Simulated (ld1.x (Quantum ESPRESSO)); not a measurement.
## u(r) = r·R(r): atom against pseudo-atom (praseodymium (Pr))

Columns: radius, all-electron u(r) and pseudo u(r) of the 5p shell (level -33.30 eV) of praseodymium in the configuration [Kr] 4d10 4f2 5s2 5p6 5d1 6s0.5 6p0; PBE, scalar-relativistic, TM scheme, ld1.x (Quantum ESPRESSO) 7.5.

```
r (bohr)  all-electron   pseudo
   0.110       -0.0314  -0.0093
   0.220       -0.2860  -0.0369
   0.330        0.0774  -0.0819
   0.440        0.3985  -0.1429
   0.550        0.4503  -0.2180
   0.660        0.2927  -0.3045
   0.770        0.0394  -0.3991
   0.880       -0.2260  -0.4975
   0.990       -0.4581  -0.5946
   1.100       -0.6393  -0.6848
   1.210       -0.7669  -0.7620
   1.320       -0.8461  -0.8209
   1.430       -0.8844  -0.8575
   1.540       -0.8902  -0.8703
   1.650       -0.8718  -0.8603
   1.760       -0.8360  -0.8309
   1.870       -0.7887  -0.7870
   1.980       -0.7344  -0.7341
   2.090       -0.6767  -0.6766
   2.200       -0.6181  -0.6181
   2.310       -0.5606  -0.5606
   2.420       -0.5053  -0.5053
   2.530       -0.4533  -0.4533
   2.640       -0.4048  -0.4048
   2.750       -0.3601  -0.3601
   2.860       -0.3194  -0.3194
```

Problem. How many radial nodes do the two functions have?

Solution. The all-electron 5p function has n − l − 1 = 3 (the table is too coarse to show those close to the nucleus); the pseudo-wave has 0, since the states of the same l below it are removed with the core.

Problem. At about which radius was the pseudo-wave matched?

Solution. 2.20 bohr. The columns agree to 0.0005 from 1.98 bohr on; several derivatives are matched, so the curves merge somewhat inside the radius.

Problem. Where does each function peak?

Solution. Outermost all-electron maximum near 1.54 bohr, pseudo maximum near 1.54 bohr (to the table’s step).

Problem. Is the pseudo-wave norm-conserving?

Solution. Yes: the TM scheme keeps the norm inside the radius equal to the all-electron one, which fixes the energy derivative of the logarithmic derivative at the level.
